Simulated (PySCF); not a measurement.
Gas-phase XPS of (HMg-mu-OH)2, computed

(HMg-mu-OH)2.
Structure used (PBE0-D3(BJ)/def2-SVP), in Å, numbered top down from 1:
```xyz
8
H4Mg2O2 angstrom
Mg    -1.0002   -0.9883    0.4333
H     -2.1524   -2.1488    0.9254
O     -0.8477    0.4902   -0.8331
Mg     0.9968    0.9917   -0.4328
H      2.1684    2.1271   -0.9377
O      0.8419   -0.4827    0.8375
H     -1.4778    0.8614   -1.4525
H      1.4710   -0.8505    1.4598
```

Level of theory: PySCF 2.14.0, delta-SCF UKS SCAN, pcX-2 on the ionised atom, pcseg-1 elsewhere, spin-free X2C. Vertical ΔSCF values, vacuum level as zero.

Question: List the computed XPS lines with their assignment.

Answer: 
```
atom(s)   bonded to  level  binding energy (eV)  count
Mg1/Mg4   2 O and H  Mg 1s              1310.70      2
  O3/O6  H and 2 Mg   O 1s               538.16      2
```

Question: Which photon energy gives electrons from O 1s of O3/O6 a kinetic energy of 150 eV, and what is their de Broglie wavelength?

Answer: hν = 538.16 + 150 = 688.16 eV, recoil neglected; λ = 12.264 Å/√(E/eV) = 1.00 Å.

Atoms equivalent by their bonding share one computed value, that of the first of them. One conformer (not necessarily the lowest) at the PBE0-D3(BJ)/def2-SVP geometry, without solvent, vibrations or thermal averaging.
